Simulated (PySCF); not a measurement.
Species: C9H10O.
Z-matrix (Å and degrees, PBE0-D3(BJ)/def2-SVP geometry), rows numbered from 1:
```
C 
C   1  1.3324
C   2  1.4981  1  123.96
O   3  1.4102  2  112.78  1   128.07
C   4  1.3510  3  120.00  2    78.96
C   5  1.3999  4  124.88  3     1.96
C   6  1.3964  5  119.69  4   179.28
C   7  1.3908  6  121.04  5     0.19
C   8  1.3973  7  119.03  6    -0.01
C   9  1.3882  8  120.59  7    -0.07
H   1  1.0931  2  121.80  3   178.66
H   1  1.0952  2  121.36  3    -1.12
H   2  1.0964  1  119.71  3  -179.52
H   3  1.1067  2  110.88  1  -107.98
H   3  1.0997  2  110.04  1    10.29
H   6  1.0904  5  121.16  4    -0.98
H   7  1.0930  6  118.92  5   179.99
H   8  1.0918  7  120.46  6   179.84
H   9  1.0929  8  120.06  7   179.90
H  10  1.0916  5  118.04  4     0.56
```

Method used: PySCF 2.14.0, PBE0-D3(BJ)/def2-SVP geometry optimisation, gas phase.

Take the most abundant isotopes and a rigid rotor. The values belong to one conformer with, in the numbering `[CH2:1]=[CH:2][CH2:3][O:4][c:5]1[cH:6][cH:7][cH:8][cH:9][cH:10]1`, C1–C2–C3–O4 128°, C2–C3–O4–C5 79°, C3–O4–C5–C6 2°.

Task: Give the principal moments of inertia and the rotational constants in MHz.

Result: Ia = 143.02, Ib = 697.04, Ic = 777.01 u·Å²; 505379 MHz·u·Å²/I gives A = 3534, B = 725.0, C = 650.4 MHz.

Task: Classify the top.

Result: A near-prolate asymmetric top. Ray's parameter κ = (2B − A − C)/(A − C) = -0.948; −1 is the prolate and +1 the oblate limit.

Task: What does the inertial defect say?

Result: Not planar: Δ = Ic − Ia − Ib = -63.04 u·Å². For a rigid frame Δ = −2 Σ m c², so Σ m c² = 31.52 u·Å² lies off the ab plane: 8.76 from hydrogen and 22.76 from heavier atoms. The atom farthest from that plane is 1.59 Å away.

Task: Give the other two planar moments, Paa and Pbb, and the rms extents of the mass along the axes.

Result: Paa = Σ m a² = (Ib + Ic − Ia)/2 = 665.52 and Pbb = Σ m b² = (Ia + Ic − Ib)/2 = 111.50 u·Å². With the mass M = 134.07 u, the rms extents √(P/M) along a, b and c are 2.23, 0.91, 0.48 Å.

Task: Give the coordinates in the principal-axis frame, origin at the centre of mass.

Result: The sense of each axis is arbitrary; atoms in the order of the calculation.
| atom | mass (u) | a (Å) | b (Å) | c (Å) |
| --- | --- | --- | --- | --- |
| C1 | 12.000 | 3.873 | 0.414 | 0.672 |
| C2 | 12.000 | 2.577 | 0.468 | 0.368 |
| C3 | 12.000 | 1.950 | -0.295 | -0.759 |
| O4 | 15.995 | 0.827 | -1.044 | -0.353 |
| C5 | 12.000 | -0.365 | -0.433 | -0.177 |
| C6 | 12.000 | -0.609 | 0.926 | -0.405 |
| C7 | 12.000 | -1.890 | 1.442 | -0.201 |
| C8 | 12.000 | -2.932 | 0.628 | 0.229 |
| C9 | 12.000 | -2.682 | -0.728 | 0.459 |
| C10 | 12.000 | -1.413 | -1.256 | 0.260 |
| H11 | 1.008 | 4.297 | 1.003 | 1.490 |
| H12 | 1.008 | 4.565 | -0.221 | 0.110 |
| H13 | 1.008 | 1.907 | 1.105 | 0.956 |
| H14 | 1.008 | 1.674 | 0.384 | -1.589 |
| H15 | 1.008 | 2.666 | -1.026 | -1.164 |
| H16 | 1.008 | 0.187 | 1.594 | -0.736 |
| H17 | 1.008 | -2.067 | 2.506 | -0.383 |
| H18 | 1.008 | -3.929 | 1.042 | 0.388 |
| H19 | 1.008 | -3.487 | -1.383 | 0.800 |
| H20 | 1.008 | -1.199 | -2.312 | 0.433 |

Task: List the rotational levels J(Ka,Kc) to J = 4 (MHz).

Result: Above 0(0,0):
J = 1: 1(0,1) 1375, 1(1,1) 4184, 1(1,0) 4259
J = 2: 2(0,2) 4125, 2(1,2) 6860, 2(1,1) 7084, 2(2,1) 15510, 2(2,0) 15512
J = 3: 3(0,3) 8245, 3(1,3) 10874, 3(1,2) 11322, 3(2,2) 19637, 3(2,1) 19644, 3(3,1) 33867, 3(3,0) 33867
J = 4: 4(0,4) 13733, 4(1,4) 16224, 4(1,3) 16970, 4(2,3) 25137, 4(2,2) 25159, 4(3,2) 39372, 4(3,1) 39372, 4(4,1) 59291, 4(4,0) 59291
The levels of one J sum to (2J + 1)J(J + 1)(A + B + C)/3.

Task: Which lines would a microwave search look for?

Result: The dipole components are |μa| = 0.92 D, |μb| = 0.88 D, |μc| = 0.31 D. The squared components, which scale the intensities, stand as 1.00 : 0.93 : 0.12 (a : b : c). Some lines, for components of 0.1 D or more:

```json
{"type": "b", "branch": "R", "J(Ka,Kc)": "3(0,3) ← 2(1,2)", "MHz": "1385", "lower level (cm⁻¹)": "0.229"}
{"type": "b", "branch": "Q", "J(Ka,Kc)": "2(1,1) ← 2(0,2)", "MHz": "2959", "lower level (cm⁻¹)": "0.138"}
{"type": "a", "branch": "R", "J(Ka,Kc)": "4(1,4) ← 3(1,3)", "MHz": "5350", "lower level (cm⁻¹)": "0.363"}
{"type": "a", "branch": "R", "J(Ka,Kc)": "4(0,4) ← 3(0,3)", "MHz": "5487", "lower level (cm⁻¹)": "0.275"}
{"type": "a", "branch": "R", "J(Ka,Kc)": "4(2,2) ← 3(2,1)", "MHz": "5515", "lower level (cm⁻¹)": "0.655"}
{"type": "b", "branch": "R", "J(Ka,Kc)": "3(1,3) ← 2(0,2)", "MHz": "6749", "lower level (cm⁻¹)": "0.138"}
{"type": "b", "branch": "Q", "J(Ka,Kc)": "4(2,2) ← 4(1,3)", "MHz": "8190", "lower level (cm⁻¹)": "0.566"}
{"type": "c", "branch": "Q", "J(Ka,Kc)": "2(2,1) ← 2(1,1)", "MHz": "8426", "lower level (cm⁻¹)": "0.236"}
{"type": "b", "branch": "Q", "J(Ka,Kc)": "4(2,3) ← 4(1,4)", "MHz": "8914", "lower level (cm⁻¹)": "0.541"}
{"type": "c", "branch": "R", "J(Ka,Kc)": "3(3,0) ← 2(2,0)", "MHz": "18356", "lower level (cm⁻¹)": "0.517"}
{"type": "c", "branch": "R", "J(Ka,Kc)": "4(4,1) ← 3(3,1)", "MHz": "25424", "lower level (cm⁻¹)": "1.130"}
```

Task: Estimate the classical rotational partition function at 25 K, 298.15 K and 500 K.

Result: Point group C1, symmetry number σ = 1; q = (√π/σ)·√((kT/h)³/(ABC)), k/h = 20836.6 MHz/K: 16300 at 25 K, 672000 at 298.15 K, 1460000 at 500 K.

Not checked by PBE0-D3(BJ)/def2-SVP frequencies. Zero-point vibration and centrifugal distortion are left out.
